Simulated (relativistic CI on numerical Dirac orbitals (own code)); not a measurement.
One change at a time: Rb28+

Base calculation: Dirac-Coulomb-Breit CI, KLI orbitals optimised for each configuration, a model potential for QED, unscaled Slater integrals.

CI space (outside the closed core 1s2): 2s2 2p5, 2s 2p6, 2p6 3s, 2p6 3p, 2p6 3d, 2s2 2p4 3s, 2s2 2p4 3p, 2s2 2p4 3d, 2s 2p5 3s, 2s 2p5 3p, 2s 2p5 3d, 2s2 2p4 4s, 2s2 2p4 4p, 2s2 2p4 4d, 2s2 2p4 4f, 2s 2p5 4s, 2s 2p5 4p, 2s 2p5 4d, 2s 2p5 4f, 2s2 2p3 3s2, 2s2 2p4 5s, 2s2 2p4 5p, 2s2 2p3 3s 3p, 2s2 2p4 5d, 2s2 2p4 5f, 2s2 2p4 5g, 2s2 2p3 3p2, 2s2 2p3 3s 3d, 2s2 2p3 3p 3d, 2s 2p4 3s2, 2s2 2p3 3d2, 2s 2p4 3s 3p, 2s 2p5 5s, 2s 2p5 5p, 2s 2p4 3p2, 2s 2p4 3s 3d. Levels of other configurations are missing.

The lowest level and the first level of each name with at least 55 % of one term (blank where a level has no safe partner in the second run):

| Level | Base (eV) | Shift (eV) |
| --- | --- | --- |
| 2s2 2p5 2P°_3/2 | 0.00 | 0.00 |
| 2s2 2p5 2P°_1/2 | 62.53 | +1.17 |
| 2s 2p6 2S_1/2 | 251.14 | -0.30 |
| 2s2 2p4 3s 4P_5/2 | 1832.70 | +1.94 |
| 2s2 2p4 3s 2P_3/2 | 1837.78 | +1.86 |
| 2s2 2p4 3s 4P_3/2 | 1892.70 | +2.63 |
| 2s2 2p4 3s 2P_1/2 | 1896.77 | +2.62 |
| 2s2 2p4 3p 2P°_1/2 | 1898.54 | +1.53 |
| 2s2 2p4 3p 4D°_7/2 | 1901.22 | +1.99 |
| 2s2 2p4 3s 2D_5/2 | 1906.40 | +3.45 |
| 2s2 2p4 3s 2D_3/2 | 1908.14 | +3.37 |
| 2s2 2p4 3p 4P°_1/2 | 1942.30 | +2.25 |
| 2s2 2p4 3p 2F°_5/2 | 1957.66 | +3.18 |
| 2s2 2p4 3d 4F_9/2 | 1968.11 | +2.40 |
| 2s2 2p4 3d 2F_7/2 | 1968.47 | +2.26 |
| 2s2 2p4 3p 2F°_7/2 | 1973.22 | +3.55 |
| 2s2 2p4 3d 4D_1/2 | 2019.86 | +2.60 |
| 2s2 2p4 3d 2F_5/2 | 2031.71 | +2.93 |
| 2s2 2p4 3d 2P_3/2 | 2032.98 | +3.12 |
| 2s2 2p4 3d 2G_7/2 | 2036.60 | +3.78 |
| 2s2 2p4 3d 2G_9/2 | 2039.44 | +3.92 |
| 2s2 2p4 3d 2S_1/2 | 2042.43 | +3.48 |

At this charge energies of transitions that change n are usually good to better than 1 %, and those within a shell (Δn = 0) to a few per cent.

Problem. One thing was changed in a second run, which moved the levels as shown. Which?
A. valence Slater integrals scaled by 0.9
B. configuration mixing switched off
C. Breit term removed
D. QED terms removed

Solution. C. Breit term removed. The Breit term mainly narrows fine-structure intervals, so removing it widens them.

LS names give the leading component of a level, which can be under half, so a name can repeat, a term be missing and a line seem to break the LS rules.
